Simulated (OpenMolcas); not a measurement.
An OpenMolcas run meant for Ir V (ANO-R1, X2C; inactive shells 1s 2s 2p 3s 3p 3d 4s 4p 4d 4f 5s 5p; intended active space 5 electrons in 5 orbitals (5d)). One step of its input:

```
&RASSCF
FileOrb=start.orb
Symmetry=1
Spin=6
nActEl=5 0 0
Inactive=15 19
Ras2=5 0
CIRoot=1 1 1
SDav=1
CIMx=300
Iter=98 100
PrWF=0.3
OrbListing=Nothing
MaxOrb=0
Atom
Thrs=1.0e-2 5.0e-1 5.0e-1
```

The run finished. Its levels beside those of a sound run (CASSCF), in cm-1 above each run's lowest level:

| Level | This run | Usual run |
| --- | --- | --- |
| 5d5 6S 5/2 | 0.0 | 0.0 |
| 5d5 4G 7/2 [68 %] | 26781 | 26821 |
| 5d5 4G 11/2 | 27742 | 27782 |
| 5d5 4P 3/2 [51 %] | 28625 | 28664 |
| 5d5 4G 9/2 | 29244 | 29283 |
| 5d5 4P 1/2 [60 %] | 33198 | 33237 |
| 5d5 4D 7/2 [72 %] | 35603 | 35642 |
| 5d5 2I 11/2 [73 %] | 39925 | 39966 |
| 5d5 4D 1/2 [60 %] | 41218 | 41257 |

Q: Which setting is unsound, and how much does it matter here?

A: The convergence thresholds are far too loose, so the orbitals stop early. Against the sound run the excited levels shown move by 40 cm-1 on average and by 41 cm-1 at most.

Some high roots are left out of the spin-orbit mixing, which shifts the levels that they would mix with. Without dynamic correlation excited terms often stand tens of per cent too high (terms of higher spin than the ground term too low), and those without a measured partner can miss by more than the paired ones. The basis is small and was not contracted for so high a charge. Levels of configurations outside the active space are missing.

A share in square brackets marks a mixed level and gives the weight of the term that names it, the lowest over the columns.
